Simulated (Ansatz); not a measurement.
Two structures of GaH3BrCl, closed shell, reached by relaxing down either side of one saddle point (PBE0-D4/def2-TZVP). Energies are electronic, without zero-point energy. Program: Ansatz 0.2.0. Basis: def2-TZVPP and def2-QZVPP. Cores are frozen in the correlated methods. Filled d shells of the heavier atoms are correlated. The def2 sets are not built for correlating such inner shells, so the correlated values are less sure here. Extrapolation: Hartree–Fock as exp(−7.88 √X), correlation as X^−2.97. First:

Ga1  (-0.701, -0.401, 0.411)
Br2  (-0.998, 1.771, -0.430)
H3  (-1.200, -1.518, -0.549)
H4  (-0.361, -0.444, 1.928)
H5  (1.397, 0.875, -0.853)
Cl6  (1.863, -0.284, -0.508)
(Å)

Second:

```xyz
6
angstrom
Ga -0.2490 -0.8057 0.4337
Br -0.6433 1.8642 -0.5902
H -1.2398 -1.5139 -0.5347
H -0.4019 -0.4414 1.9385
H 0.7205 1.6325 -0.9520
Cl 1.8134 -0.7356 -0.2955
```

(1) Which bonds change from the first to the second?

(2) Give the saddle point's structure and its height above each. (To be estimated.)

The T1 diagnostic stays at or below 0.011.

Answers

(1) GaH₂Br ([GaH2][Br]) + HCl → GaH₂Cl ([Cl][GaH2]) + HBr (still joined by a long Ga–Br bond); bonds formed: Br2–H5; dative contacts that become bonds: Ga1–Cl6; bonds broken: H5–Cl6; bonds weakened to dative contacts: Ga1–Br2.

(2) The calculation gives: 0.329 eV above the first and 0.232 eV above the second (CCSD(T) at an estimated basis limit (MP2 extrapolated from triple and quadruple zeta, plus CCSD(T) − MP2 in triple zeta)).
Ga1  (-0.405, -0.593, 0.394)
Br2  (-0.602, 1.803, -0.577)
H3  (-1.208, -1.496, -0.576)
H4  (-0.358, -0.409, 1.933)
H5  (0.817, 1.023, -0.720)
Cl6  (1.756, -0.327, -0.453)
(Å)

Labels in which every atom is bracketed show which atoms are joined, not bond orders.

For scale, one of the runs: CCSD(T)/def2-TZVPP, 180 basis functions, launched by `ansatz run in.yaml --threads 4 --pin off --events-out ev --progress --plain --max-ram 9574MiB`. Hardware: 4 CPU threads of an Arm Neoverse V2, shared host. Wall time 42 s; peak host memory 1.7 GiB.
